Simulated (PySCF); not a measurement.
Correlation energy of Ga (gallium, neutral)

[Ar] 3d10 4s2 4p1, 2P determinant. All numbers are calculated (PySCF 2.14, the spin-free X2C one-electron Hamiltonian (Gaussian nucleus), in x2c-QZVPPall (11s7p5d4f1g, 94 functions)). Frozen: [Ar] 3d10; 3 electrons correlated.

MP2 pair energies summed by pair of shells (mhartree):

```json
{"pair": "4s-4s", "energy": "-20.80", "share (%)": "58.2"}
{"pair": "4s-4p", "energy": "-14.94", "share (%)": "41.8"}
```

Total MP2 correlation energy: -35.74 mhartree.

Same-spin part -2.62 and opposite-spin part -33.13 mhartree; SCS-MP2 scales them by 1/3 and 6/5 to -40.62 mhartree.
